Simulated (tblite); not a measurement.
Species: C₃H₄BCl₂Si (doublet state).
Atom-mapped SMILES: `[C:1]#[C:2][SiH2:3][CH2:4][B:5]([Cl:6])[Cl:7]` (hydrogens: H8, H9 on Si3; H10, H11 on C4)
Bond orders are those of one Lewis drawing.

Computed with GFN2-xTB (tblite), gas phase: L-BFGS steps from a force-field or distance-geometry start until the largest atomic force falls under 0.01 eV/Å.

Step 57: E = -555.1546 eV
```
atom  x, y, z in Å  |  force x, y, z in eV/Å
C1     -1.1604    2.7595    0.3855    0.013  -0.039  -0.010
C2     -1.1713    1.6031    0.0681   -0.011  -0.016   0.006
Si3    -1.2241   -0.1997   -0.4278    0.007   0.052   0.035
C4      0.4306   -1.0437    0.0881    0.011   0.002  -0.004
B5      1.5610    0.0149    0.3063    0.000   0.011   0.061
Cl6     2.4355    0.6607   -1.0285    0.014   0.000  -0.027
Cl7     1.9103    0.6292    1.8789   -0.008  -0.018  -0.037
H8     -2.3252   -0.8149    0.3162   -0.032  -0.019  -0.008
H9     -1.3741   -0.2358   -1.8842   -0.005   0.008  -0.013
H10     0.2466   -1.6327    0.9853   -0.009   0.033   0.003
H11     0.6764   -1.7380   -0.7138    0.019  -0.014  -0.006
```

Step 58: E = -555.1552 eV
```
atom  x, y, z in Å  |  force x, y, z in eV/Å
C1     -1.1644    2.7540    0.4055    0.012  -0.070  -0.019
C2     -1.1730    1.6001    0.0782   -0.015  -0.005   0.010
Si3    -1.2220   -0.1994   -0.4337    0.017   0.073   0.047
C4      0.4276   -1.0443    0.0976    0.025  -0.001  -0.016
B5      1.5619    0.0143    0.2979   -0.022   0.011   0.114
Cl6     2.4253    0.6547   -1.0448    0.017  -0.004  -0.036
Cl7     1.9194    0.6386    1.8669   -0.004  -0.023  -0.057
H8     -2.3306   -0.8224    0.2925   -0.033  -0.019  -0.011
H9     -1.3526   -0.2205   -1.8924   -0.006   0.004  -0.007
H10     0.2428   -1.6232    1.0019   -0.008   0.057  -0.009
H11     0.6710   -1.7493   -0.6955    0.017  -0.023  -0.015
```

Step 59: E = -555.1563 eV
```
atom  x, y, z in Å  |  force x, y, z in eV/Å
C1     -1.1765    2.7437    0.4418    0.011  -0.109  -0.030
C2     -1.1795    1.5942    0.0977   -0.020   0.015   0.018
Si3    -1.2179   -0.1976   -0.4445    0.020   0.081   0.051
C4      0.4219   -1.0439    0.1165    0.044  -0.007  -0.040
B5      1.5650    0.0127    0.2841   -0.055   0.006   0.170
Cl6     2.4074    0.6414   -1.0766    0.012  -0.016  -0.036
Cl7     1.9434    0.6524    1.8434    0.005  -0.023  -0.074
H8     -2.3407   -0.8392    0.2447   -0.018  -0.008  -0.024
H9     -1.3123   -0.1893   -1.9078   -0.004  -0.005   0.024
H10     0.2346   -1.6023    1.0345   -0.003   0.098  -0.040
H11     0.6600   -1.7694   -0.6597    0.009  -0.031  -0.019
```

Step 60: E = -555.1577 eV
```
atom  x, y, z in Å  |  force x, y, z in eV/Å
C1     -1.1848    2.7318    0.4730    0.006  -0.061  -0.013
C2     -1.1882    1.5864    0.1170   -0.023  -0.020   0.010
Si3    -1.2154   -0.1959   -0.4539    0.012   0.054   0.041
C4      0.4164   -1.0406    0.1344    0.053  -0.011  -0.063
B5      1.5683    0.0120    0.2728   -0.079  -0.003   0.175
Cl6     2.3933    0.6270   -1.1059    0.000  -0.031  -0.023
Cl7     1.9686    0.6628    1.8204    0.020  -0.008  -0.058
H8     -2.3508   -0.8600    0.1961    0.009   0.012  -0.036
H9     -1.2783   -0.1576   -1.9201    0.000  -0.016   0.055
H10     0.2259   -1.5780    1.0652    0.001   0.124  -0.065
H11     0.6502   -1.7852   -0.6249    0.001  -0.040  -0.023
```

Problem. Estimate the geometry and energy of step 61. (The exact step hangs on the optimiser's Hessian estimate; all steps are aligned on step 60, rigid shifts and turns removed.)

Solution. E = -555.1597 eV, largest force 0.144 eV/Å
```
atom  x, y, z in Å  |  force x, y, z in eV/Å
C1     -1.2045    2.7221    0.4979    0.002  -0.025   0.003
C2     -1.2029    1.5792    0.1347   -0.023   0.003   0.021
Si3    -1.2126   -0.1916   -0.4614   -0.005  -0.022   0.012
C4      0.4117   -1.0340    0.1515    0.040  -0.014  -0.077
B5      1.5741    0.0095    0.2660   -0.074  -0.008   0.100
Cl6     2.3828    0.6090   -1.1342   -0.022  -0.047   0.012
Cl7     2.0055    0.6624    1.7985    0.039   0.025  -0.002
H8     -2.3584   -0.8824    0.1463    0.042   0.038  -0.042
H9     -1.2470   -0.1255   -1.9286    0.005  -0.026   0.070
H10     0.2157   -1.5487    1.0942    0.005   0.123  -0.074
H11     0.6405   -1.7973   -0.5907   -0.010  -0.045  -0.022
```

The energy changes by -0.0020 eV. The first-order estimate −F·Δx gives -0.0029 eV and the mean of the old and new forces, exact on a quadratic surface, -0.0021 eV. The step makes an angle of 85° with the force vector and moves no atom by more than 0.055 Å.

The cost below is that of the whole relaxation. On one thread, Arm Neoverse V2 (aarch64), no GPU, shared host, this took 0.7 s wall.
